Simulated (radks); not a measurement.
Q: The table gives one normalised radial function P(r) = r R(r) (large component) of Sm45+ in [Ne] 3s2 3p5 (r in bohr). Method: Dirac Kohn-Sham, PBEsol, spin-unpolarised, spherical densities, finite nucleus; open shells fill j = l - 1/2 first; Fermi nuclear charge, rms radius 5.0819 fm; computed with a radial shooting solver on a logarithmic mesh with Libxc functionals.

r,P
0.002666,0.9410
0.003309,1.0908
0.00414,1.2557
0.005138,1.4164
0.006377,1.5665
0.007914,1.6879
0.009822,1.7552
0.01219,1.7359
0.01513,1.5915
0.01893,1.2675
0.02349,0.7558
0.02916,0.0418
0.03618,-0.8374
0.04491,-1.7858
0.05574,-2.6460
0.06917,-3.2264
0.08654,-3.3601
0.1074,-2.9883
0.1333,-2.2478
0.1654,-1.3948
0.2053,-0.6890
0.2548,-0.2582
0.3163,-0.0691
0.3957,-0.0114
0.4911,-0.0012
0.6095,-0.0001
0.7564,0.0000

Which n and l does it have? It may be an empty orbital.

A: n = 2, l = 0: the number of nodes gives n - l - 1 = 1, the rise at small r points to l (this Dirac orbital starts outside the nucleus as r^gamma with gamma = sqrt((l + 1)^2 - (Z/c)^2) = 0.89; the j = 1/2 orbital of l + 1 starts with the same power, but with a smaller coefficient, and then steepens), and the extent must fit the shell. The curve is that of 2s1/2. 2s1/2: eigenvalue -10391.1 eV, 1 radial node at r = 0.0295 bohr, <r> = 0.0955 bohr, 90 % of the charge inside 0.148 bohr.
